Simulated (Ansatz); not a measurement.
A CCSD(T) single point on `C[O][Hf]([F])([SeH])[O]C`.

```yaml
crystal:
  periodic: [false, false, false]
  atoms:
    - {symbol: C, position_ang: [0.122230, 1.455809, 2.300614]}
    - {symbol: O, position_ang: [0.115351, 1.168215, 0.940012]}
    - {symbol: Hf, position_ang: [0.072756, 0.599570, -0.873874]}
    - {symbol: F, position_ang: [1.483551, 1.500713, -1.809276]}
    - {symbol: Se, position_ang: [-2.259211, 1.164310, -1.895810]}
    - {symbol: O, position_ang: [0.248612, -1.281379, -1.066114]}
    - {symbol: C, position_ang: [0.456052, -2.657904, -1.055465]}
    - {symbol: H, position_ang: [-0.865956, 1.801727, 2.618898]}
    - {symbol: H, position_ang: [0.381669, 0.565570, 2.882104]}
    - {symbol: H, position_ang: [0.853342, 2.239947, 2.519680]}
    - {symbol: H, position_ang: [-2.145643, 2.545900, -1.400473]}
    - {symbol: H, position_ang: [0.701160, -3.010887, -2.061319]}
    - {symbol: H, position_ang: [-0.445405, -3.174837, -0.713601]}
    - {symbol: H, position_ang: [1.281482, -2.916745, -0.385374]}
basis:
  gaussian: {orbitals: def2-SVP}
correlation: {method: ccsd_t}
```

```sh
$ ansatz run in.yaml --threads 2 --pin off --events-out ev --progress --plain --max-ram 22528MiB --backend cuda --devices 0, --max-vram 18GiB
```

Output of Ansatz, abridged:

```
Functional definition: HF
1669 factors; integrals over basis functions are off by at most 1.3e-3 eV
mean field evaluation 1: about -75532.5360 eV, gradient 5.4e1 eV
mean field evaluation 2: about -75532.6793 eV, gradient 5.4e1 eV
mean field evaluation 4: about -75538.6843 eV, gradient 3.8e0 eV
mean field evaluation 8: about -75538.7624 eV, gradient 3.8e-1 eV
mean field -75538.76298821 eV, -2775.9983378041 hartree, gradient 2.1e-6 eV, S^2 0.000000; 0 other end points of the search recorded, 0 dependent functions left out
14 core orbitals not correlated: weight in the atoms' cores, before any rotation towards them, 1.000 or more for the frozen orbitals, at most 0.000 for the correlated occupied ones
reference -75538.76298821 eV, -2775.9983378041 hartree; 31, 31 occupied and 124, 124 virtual orbitals, 1669 factors
second order -35.45114005 eV of doubles, -0.00000000 eV of singles
cycle   1  -35.27715848 eV  change    1.7e-1 eV  update   1.7e-1
cycle   2  -36.19248346 eV  change   -9.2e-1 eV  update   6.3e-2
cycle   3  -36.48441005 eV  change   -2.9e-1 eV  update   3.1e-2
cycle   4  -36.47315499 eV  change    1.1e-2 eV  update   7.7e-3
cycle   5  -36.46398923 eV  change    9.2e-3 eV  update   2.9e-3
cycle   6  -36.46497156 eV  change   -9.8e-4 eV  update   9.5e-4
cycle   7  -36.46463780 eV  change    3.3e-4 eV  update   3.2e-4
cycle   8  -36.46441975 eV  change    2.2e-4 eV  update   1.2e-4
cycle   9  -36.46448258 eV  change   -6.3e-5 eV  update   3.8e-5
perturbative correction -1.00730611 eV, -0.0370178168 hartree
Total energy: -75576.23477690 eV, -2777.3754006392 hartree
```

Hardware: 2 threads of an AMD EPYC 7R13 on a shared host and a share of an NVIDIA H100 80 GB. Wall time 2.8 s, peak host memory 0.82 GiB.

Correlation energy per correlated electron: -0.604 eV. T1 diagnostic: 0.0148.
